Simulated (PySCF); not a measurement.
Zn(Cl)2 anion (Cl2Zn), SMILES [Cl][Zn][Cl] (connectivity only; charge and spin as stated), charge -1, multiplicity 2. Geometry optimised at PBE-D3(BJ)/def2-SVPD. The multiplicity is an assumed one; other spin states were not compared. The isomer is the one that the SMILES or the coordinates give; other isomers of the formula were not compared.

The numbers are results of PBE-D3(BJ)/def2-SVPD run with PySCF, not measurements.

Harmonic wavenumbers (cm⁻¹): 88, 256, 283. Rotational constants (GHz): 11.06, 1.765, 1.522; symmetry number 2.

Q: Work out the zero-point energy and the ideal-gas rigid-rotor harmonic-oscillator thermochemistry at 298.15 K and 1 atm.

A: ZPE = ½ Σ hcν = ½ × 627 cm⁻¹ = 0.90 kcal/mol. H − E(el) = 4.32 kcal/mol. Entropy in cal/(mol K): translation 40.64, rotation 25.41, vibration 6.91, spin 1.38, total 74.33. G − E(el) = -17.84 kcal/mol. Cp = 13.37 cal/(mol K). Modes under 150 cm⁻¹ make the vibrational entropy uncertain.
